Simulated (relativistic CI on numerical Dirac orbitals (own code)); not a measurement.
Sensitivity of the levels of Os LVI to α and to the nuclear radius

Method of calculation: Dirac-Coulomb-Breit CI, separate exchange-only KLI orbitals for each configuration, derivatives by finite differences, unscaled Slater integrals, QED left out (own radial code, finite nucleus).

Configuration list (outside the closed core [Ne]): 3s2 3p6 3d3, 3s2 3p5 3d4, 3s 3p6 3d4, 3p6 3d5, 3s2 3p6 3d2 4s, 3s2 3p6 3d2 4p, 3s2 3p6 3d2 4d, 3s2 3p5 3d3 4s. Levels of other configurations are missing.

With x = (α/α₀)² − 1 an excitation energy changes as ω = ω₀ + qx; K = 2q/ω₀ is the relative enhancement. Terms are leading LS components, so labels can repeat. The field-shift factor is F = δν/δ⟨r²⟩ for the transition from the lowest level.

Lowest level 3s2 3p6 3d3 4F_3/2.

| Level | ω₀ (cm⁻¹) | q (cm⁻¹) | K | F (GHz/fm²) |
| --- | --- | --- | --- | --- |
| 3s2 3p6 3d3 4F_5/2 | 600418 | 684900 | 2.28 | 18.7 |
| 3s2 3p6 3d3 4P_3/2 | 655118 | 678800 | 2.07 | 18.4 |
| 3s2 3p6 3d3 2H_9/2 | 683635 | 668400 | 1.96 | 19.3 |
| 3s2 3p6 3d3 2G_7/2 | 686524 | 684700 | 1.99 | 19 |
| 3s2 3p6 3d3 4P_1/2 | 701933 | 680300 | 1.94 | 18.1 |
| 3s2 3p6 3d3 2D_5/2 | 905135 | 711300 | 1.57 | 19.8 |
| 3s2 3p6 3d3 4F_7/2 | 1275945 | 1.361e+06 | 2.13 | 37.5 |
| 3s2 3p6 3d3 4F_9/2 | 1314906 | 1.363e+06 | 2.07 | 38.2 |
| 3s2 3p6 3d3 4P_3/2 | 1363406 | 1.372e+06 | 2.01 | 36.9 |
| 3s2 3p6 3d3 2P_1/2 | 1389043 | 1.372e+06 | 1.98 | 37.2 |
| 3s2 3p6 3d3 2H_11/2 | 1394829 | 1.353e+06 | 1.94 | 38.9 |
| 3s2 3p6 3d3 2D_5/2 | 1400151 | 1.354e+06 | 1.93 | 35.9 |
| 3s2 3p6 3d3 2F_5/2 | 1477578 | 1.382e+06 | 1.87 | 37.1 |
| 3s2 3p6 3d3 2F_7/2 | 1479381 | 1.357e+06 | 1.83 | 37.3 |
| 3s2 3p6 3d3 2D_3/2 | 1659511 | 1.395e+06 | 1.68 | 39.2 |
| 3s2 3p6 3d3 2G_9/2 | 1991712 | 2.05e+06 | 2.06 | 56.5 |
| 3s2 3p6 3d3 2D_3/2 | 2115816 | 2.047e+06 | 1.94 | 55.4 |
| 3s2 3p6 3d3 2D_5/2 | 2205336 | 2.046e+06 | 1.86 | 56.8 |
| 3s2 3p5 3d4 4P°_3/2 | 2400948 | 166300 | 0.139 | 27.1 |
| 3s2 3p5 3d4 4D°_5/2 | 2945290 | 852400 | 0.579 | 45.6 |
| 3s2 3p5 3d4 4P°_1/2 | 3013455 | 853200 | 0.566 | 43.6 |
| 3s2 3p5 3d4 2D°_3/2 | 3027137 | 838100 | 0.554 | 45.5 |
| 3s2 3p5 3d4 4D°_7/2 | 3036207 | 858100 | 0.565 | 46.3 |

At this charge energies of transitions that change n are usually good to better than 1 %, and those within a shell (Δn = 0) to a few per cent.
